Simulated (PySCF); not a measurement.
Compound: C₃H₅BF₂O₂.
SMILES: `O=CCCOB(F)F`

Torsions of this conformer, `[O:1]=[CH:2][CH2:3][CH2:4][O:5][B:6]([F:7])[F:8]`: O1–C2–C3–C4 2°, C2–C3–C4–O5 -173°, C3–C4–O5–B6 -109°, C4–O5–B6–F7 -1°.

The closed-shell ground state was solved at several levels (PySCF, density fitting, gas phase, non-relativistic). The structure is a single GFN2-xTB conformer in the gas phase; no vibrational or solvent corrections.

```csv
level,basis functions,HOMO (eV),LUMO (eV),gap (eV),dipole (D)
B3LYP/pcJ-1,266,-7.67,-1.29,6.38,2.26
PBE0/def2-SVPD,212,-7.99,-1.18,6.81,2.29
```

**Question.** Estimate the row for PBE0/pcSseg-1, a basis of 161 functions; the other rows only guide the guess.

**Answer.** HOMO -7.92 eV, LUMO -1.01 eV, gap 6.91 eV, dipole 2.28 D.

**Question.** Over all these levels, which gives the widest orbital gap and which the narrowest?

**Answer.** PBE0/pcSseg-1 (global hybrid, 25 % exact exchange) has the widest, 6.91 eV, and B3LYP/pcJ-1 (global hybrid, 20 % exact exchange) the narrowest, 6.38 eV. Functional and basis both differ between the two, so the spread mixes both effects.

**Question.** How far do the dipole and the HOMO energy spread over the levels?

**Answer.** The dipole runs from 2.26 to 2.29 D (mean 2.28 D) and the HOMO from -7.99 to -7.67 eV.
